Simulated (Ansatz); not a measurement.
Several settings on one geometry of [Al(OH)4]- (AlO4H4⁻) (that of the charge -1 singlet, r2SCAN-D4/def2-SVPD). Ansatz on 4 threads of Arm Neoverse V1 on a shared host; times are rough.

```xyz
9

Al    0.000    0.000    0.000
O     0.009    0.121    1.784
H    -0.756    0.594    2.123
O     1.721   -0.056   -0.482
H     2.297    0.358    0.167
O    -0.982    1.383   -0.567
H    -1.430    1.198   -1.397
O    -0.748   -1.449   -0.735
H    -0.110   -2.150   -0.893
```

Totals from different functionals, basis sets or treatments of relativity can't be compared as stabilities.

DK, ANO-RCC and x2c sets are all-electron and run with scalar relativity unless a key says otherwise.

Scalar relativity in a set contracted without it gives distorted totals.

The spins typed aren't always the lowest for that charge.

(1) Give the basis size and estimate the energy, ⟨S²⟩ and time of these runs.

```tsv
run	method	charge	state	further keys
1	UKS revPBE-D3(BJ)-ATM/def2-TZVP	0	doublet	pseudopotentials: {relativity: scalar}; scf: {omitted_lower_state_checks: [starts]}; forces asked
2	RKS PBE0/cc-pVTZ-DK	-1	singlet	scf: {omitted_lower_state_checks: [starts]}
3	RKS r2SCANh/def2-mTZVP	-1	singlet	scf: {omitted_lower_state_checks: [starts]}; forces asked
```

Answers

(1) 
| run | functions | energy (Eh) | ⟨S²⟩ | wall time |
| --- | --- | --- | --- | --- |
| 1 | 185 | -546.4584 | 0.75 | 4.7 s |
| 2 | 210 | -546.3536 | – | 1.7 s |
| 3 | 130 | -545.9428 | – | 3 s |

The highest occupied level of an anion often lies above zero with these methods, and sets without diffuse functions describe the outer electron poorly.
